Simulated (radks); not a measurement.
Coulomb parameter of the 4f shell of the terbium ion Tb+ in the model configuration [Xe] 4f8 6s1 6p1, as a second difference U = [E(n + 1) + E(n - 1) - 2 E(n)] / (1)^2 with all orbitals relaxed. "Bare": the charge of the atom changes with n. "Screened": the 6p shell takes up the change at fixed total charge, which measures U(4f,4f) + U(6p,6p) - 2 U(4f,6p). Calculated with a radial shooting solver on a logarithmic mesh with Libxc functionals: scalar-relativistic Kohn-Sham, PBE, spin-unpolarised, spherical densities, finite nucleus; Fermi nuclear charge, rms radius 5.06 fm.

case            configuration  E - E(n) (eV)
start        [Xe] 4f8 6s1 6p1          0.000
bare +1      [Xe] 4f9 6s1 6p1        -11.395
bare -1      [Xe] 4f7 6s1 6p1         27.726
screened +1      [Xe] 4f9 6s1         -7.845
screened -1  [Xe] 4f7 6s1 6p2         16.680

U(bare) = 16.330 eV, U(screened by 6p) = 8.835 eV, against the Slater integral F0(4f,4f) = 30.503 eV with frozen orbitals.
